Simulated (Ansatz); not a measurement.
C5H14Si2 (SMILES C[SiH2]/C=C/[SiH](C)C), singlet, at a GFN2-xTB geometry, atoms displaced at random by about 0.03 Å a coordinate; B3LYP/STO-3G, gradient (Ansatz, an electronic-structure program).

Ansatz was given this input:
Ansatz 0.2 input:
```yaml
crystal:
  periodic: [false, false, false]
  atoms:
    - {symbol: Si, position_ang: [2.49834481, 0.64062523, 0.65810986]}
    - {symbol: C, position_ang: [3.79641850, -0.57449730, 0.01131831]}
    - {symbol: C, position_ang: [0.87486749, 0.43005235, -0.21704647]}
    - {symbol: C, position_ang: [-0.25959641, 0.18006184, 0.37386932]}
    - {symbol: Si, position_ang: [-1.93416166, -0.10847036, -0.61839328]}
    - {symbol: C, position_ang: [-2.40220455, -1.93102207, -0.52722622]}
    - {symbol: C, position_ang: [-3.23067581, 0.96103069, 0.31893979]}
    - {symbol: H, position_ang: [2.35535572, 0.40830012, 2.09979213]}
    - {symbol: H, position_ang: [3.06820341, 1.96415243, 0.48667015]}
    - {symbol: H, position_ang: [3.38857101, -1.61291056, 0.17078488]}
    - {symbol: H, position_ang: [3.94298586, -0.49077527, -1.04617089]}
    - {symbol: H, position_ang: [4.77374113, -0.45003946, 0.46386171]}
    - {symbol: H, position_ang: [0.94336311, 0.56178220, -1.30605791]}
    - {symbol: H, position_ang: [-0.31295192, 0.02376586, 1.37020875]}
    - {symbol: H, position_ang: [-1.70418461, 0.34767492, -1.99041932]}
    - {symbol: H, position_ang: [-3.30583945, -2.05459386, -1.05144236]}
    - {symbol: H, position_ang: [-2.49768101, -2.28759140, 0.47991857]}
    - {symbol: H, position_ang: [-1.58564148, -2.59469786, -1.01591475]}
    - {symbol: H, position_ang: [-2.97559635, 2.01609070, 0.23864313]}
    - {symbol: H, position_ang: [-4.21707950, 0.84251185, -0.25222521]}
    - {symbol: H, position_ang: [-3.34300118, 0.68280249, 1.28198820]}
basis:
  gaussian:
    orbitals: STO-3G
hamiltonian:
  xc: b3lyp
output: {forces: true}
```

The log (banner, timings and long lists left out):

```
Functional definition: B3LYP
740 factors; integrals over basis functions are off by at most 3.8e-5 eV
mean field evaluation 1: about -20921.4419 eV, gradient 2.2e1 eV
mean field evaluation 2: about -20922.1042 eV, gradient 1.6e1 eV
mean field evaluation 4: about -20922.9452 eV, gradient 1.3e0 eV
mean field evaluation 8: about -20922.8389 eV, gradient 1.1e-2 eV
mean field -20922.83891529 eV, -768.9001481274 hartree, gradient 5.4e-5 eV, S^2 0.000000; 0 other end points of the search recorded, 0 dependent functions left out
the calculation of the forces begins
reference -20922.83920486 eV, -768.9001587689 hartree; 36, 36 occupied and 21, 21 virtual orbitals, 740 factors
Total energy: -20922.83920486 eV, -768.9001587689 hartree
Atom 0 at     2.498345     0.640625     0.658110 Å, force     1.103162    -0.074873     0.764318 eV/Å
Atom 1 at     3.796419    -0.574497     0.011318 Å, force    -1.627295    -1.138050     0.579249 eV/Å
Atom 2 at     0.874867     0.430052    -0.217046 Å, force     2.543541     0.797493    -0.928744 eV/Å
Atom 3 at    -0.259596     0.180062     0.373869 Å, force    -3.639611    -0.613059    -4.848580 eV/Å
Atom 4 at    -1.934162    -0.108470    -0.618393 Å, force     1.552421     1.033432     1.998404 eV/Å
Atom 5 at    -2.402205    -1.931022    -0.527226 Å, force     3.500166    -0.326178    -1.122291 eV/Å
Atom 6 at    -3.230676     0.961031     0.318940 Å, force    -0.671583     0.212367    -6.608245 eV/Å
Atom 7 at     2.355356     0.408300     2.099792 Å, force    -0.110009     0.101837    -0.527713 eV/Å
Atom 8 at     3.068203     1.964152     0.486670 Å, force    -0.287227     0.046458    -0.049507 eV/Å
Atom 9 at     3.388571    -1.612911     0.170785 Å, force     0.858709     0.860161     0.083171 eV/Å
Atom 10 at     3.942986    -0.490775    -1.046171 Å, force     0.047323     0.290850    -1.192298 eV/Å
Atom 11 at     4.773741    -0.450039     0.463862 Å, force     0.306025    -0.137913     0.544353 eV/Å
Atom 12 at     0.943363     0.561782    -1.306058 Å, force    -0.307955    -0.051621    -0.087943 eV/Å
Atom 13 at    -0.312952     0.023766     1.370209 Å, force    -0.145048    -0.518322     4.563277 eV/Å
Atom 14 at    -1.704185     0.347675    -1.990419 Å, force    -0.290083    -0.200381     0.355739 eV/Å
Atom 15 at    -3.305839    -2.054594    -1.051442 Å, force    -1.791546    -0.671255    -0.923431 eV/Å
Atom 16 at    -2.497681    -2.287591     0.479919 Å, force    -0.310771    -0.167841     0.991577 eV/Å
Atom 17 at    -1.585641    -2.594698    -1.015915 Å, force    -1.604478     1.281990     0.715159 eV/Å
Atom 18 at    -2.975596     2.016091     0.238643 Å, force     0.189571     0.301412     0.226514 eV/Å
Atom 19 at    -4.217079     0.842512    -0.252225 Å, force     1.225525     0.175399     1.214826 eV/Å
Atom 20 at    -3.343001     0.682802     1.281988 Å, force    -0.540837    -1.201909     4.252165 eV/Å
Dipole moment:    -0.161096    -0.060022    -0.090808 e Å
```
